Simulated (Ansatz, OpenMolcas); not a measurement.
## How basis sets differ on BGeNH6 (SMILES B[NH][GeH3])

BGeNH6: 9 atoms, total charge 0, spin state singlet. SMILES: `B[NH][GeH3]`. The shape is that of a PBE0-D4/def2-TZVP optimisation.

Quantity: the HOMO–LUMO gap, in eV. The values are calculated.

```
                               level          kind     program  value (eV)  CPU time
                   HF/ANO-R0 (sfX2C)  Hartree–Fock  OpenMolcas       14.87     3.3 s
                HF/ANO-RCC-MB (DKH2)  Hartree–Fock  OpenMolcas       16.83     7.6 s
                           HF/STO-3G  Hartree–Fock  OpenMolcas       18.47       4 s
                            HF/3-21G  Hartree–Fock      Ansatz       15.40    0.51 s
     HF/6-31G* (spherical functions)  Hartree–Fock  OpenMolcas       14.72      12 s
HF/ANO-RCC-VDZP (DKH2, RICD fitting)  Hartree–Fock  OpenMolcas       13.80     5.1 s
```

All-electron rows without a relativistic Hamiltonian named are non-relativistic. The values span 13.80 to 18.47 eV. A Hartree–Fock LUMO above zero doesn't converge with the basis: it sinks as sets grow more diffuse. Orbital gaps aren't excitation energies. CPU times are rough (shared hosts, several kinds of processor and program).
